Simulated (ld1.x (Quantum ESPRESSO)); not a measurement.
## u(r) = r·R(r): atom against pseudo-atom (Ne (Z = 10))

Columns: radius, all-electron u(r) and pseudo u(r) of the 2s shell (level -36.28 eV) of neon in the configuration [He] 2s2 2p6; PBE, non-relativistic, TM scheme, ld1.x (Quantum ESPRESSO) 7.5.

```json
{"r (bohr)": "0.038", "all-electron": "0.3696", "pseudo": "-0.0550"}
{"r (bohr)": "0.075", "all-electron": "0.4782", "pseudo": "-0.1096"}
{"r (bohr)": "0.113", "all-electron": "0.4371", "pseudo": "-0.1679"}
{"r (bohr)": "0.150", "all-electron": "0.3141", "pseudo": "-0.2279"}
{"r (bohr)": "0.188", "all-electron": "0.1457", "pseudo": "-0.2938"}
{"r (bohr)": "0.225", "all-electron": "-0.0328", "pseudo": "-0.3630"}
{"r (bohr)": "0.263", "all-electron": "-0.2142", "pseudo": "-0.4398"}
{"r (bohr)": "0.300", "all-electron": "-0.3793", "pseudo": "-0.5198"}
{"r (bohr)": "0.338", "all-electron": "-0.5317", "pseudo": "-0.6061"}
{"r (bohr)": "0.375", "all-electron": "-0.6611", "pseudo": "-0.6921"}
{"r (bohr)": "0.413", "all-electron": "-0.7736", "pseudo": "-0.7789"}
{"r (bohr)": "0.450", "all-electron": "-0.8638", "pseudo": "-0.8582"}
{"r (bohr)": "0.488", "all-electron": "-0.9377", "pseudo": "-0.9299"}
{"r (bohr)": "0.525", "all-electron": "-0.9929", "pseudo": "-0.9872"}
{"r (bohr)": "0.563", "all-electron": "-1.0343", "pseudo": "-1.0315"}
{"r (bohr)": "0.600", "all-electron": "-1.0614", "pseudo": "-1.0605"}
{"r (bohr)": "0.638", "all-electron": "-1.0775", "pseudo": "-1.0774"}
{"r (bohr)": "0.675", "all-electron": "-1.0834", "pseudo": "-1.0834"}
{"r (bohr)": "0.713", "all-electron": "-1.0810", "pseudo": "-1.0810"}
{"r (bohr)": "0.750", "all-electron": "-1.0717", "pseudo": "-1.0717"}
{"r (bohr)": "0.788", "all-electron": "-1.0563", "pseudo": "-1.0563"}
{"r (bohr)": "0.825", "all-electron": "-1.0367", "pseudo": "-1.0367"}
{"r (bohr)": "0.863", "all-electron": "-1.0127", "pseudo": "-1.0127"}
{"r (bohr)": "0.900", "all-electron": "-0.9864", "pseudo": "-0.9864"}
{"r (bohr)": "0.938", "all-electron": "-0.9571", "pseudo": "-0.9571"}
{"r (bohr)": "0.975", "all-electron": "-0.9269", "pseudo": "-0.9269"}
```

Problem. How many radial nodes do the two functions have?

Solution. The all-electron 2s function has n − l − 1 = 1; the pseudo-wave has 0, since the states of the same l below it are removed with the core.

Problem. At about which radius was the pseudo-wave matched?

Solution. 0.70 bohr. The columns agree to 0.0005 from 0.64 bohr on; several derivatives are matched, so the curves merge somewhat inside the radius.

Problem. Where does each function peak?

Solution. Outermost all-electron maximum near 0.68 bohr, pseudo maximum near 0.68 bohr (to the table’s step).

Problem. Is the pseudo-wave norm-conserving?

Solution. Yes: the TM scheme keeps the norm inside the radius equal to the all-electron one, which fixes the energy derivative of the logarithmic derivative at the level.
